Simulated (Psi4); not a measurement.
osmium atom (Os), quintet (core potentials on Os). Base run: Psi4 1.11 with CAM-B3LYP/def2-SV(P).

Psi4 was given this input:
```
memory 2 GB

molecule {
0 5
Os    0.00000000    0.00000000    0.00000000
}

set {
  basis def2-sv(p)
  reference uks
}

energy('cam-b3lyp')
print_variables()
```

The base run was repeated with changes; each row names its change, and settings that it needs were set with it.

```csv
change,basis functions,E (Eh)
base,25,-90.47150
basis = def2-SVP,32,-90.47232
basis = def2-SVPD,35,-90.47233
basis = def2-TZVP,40,-90.45831
basis = def2-TZVPD,43,-90.45833
basis = def2-TZVPP,?,?
basis = def2-QZVP,?,?
basis = def2-QZVPP,88,-90.48736
```

Q: What belongs in the gaps?

A: 
- basis = def2-TZVPP, basis functions: 56
- basis = def2-TZVPP, E (Eh): -90.48685
- basis = def2-QZVP, basis functions: 72
- basis = def2-QZVP, E (Eh): -90.48726

Totals compare only among sets that treat the same electrons; sets with core potentials leave the core out.

Open shells are given as the SCF converged; they aren't shown to be the lowest states, and a large step between rows can be another state.
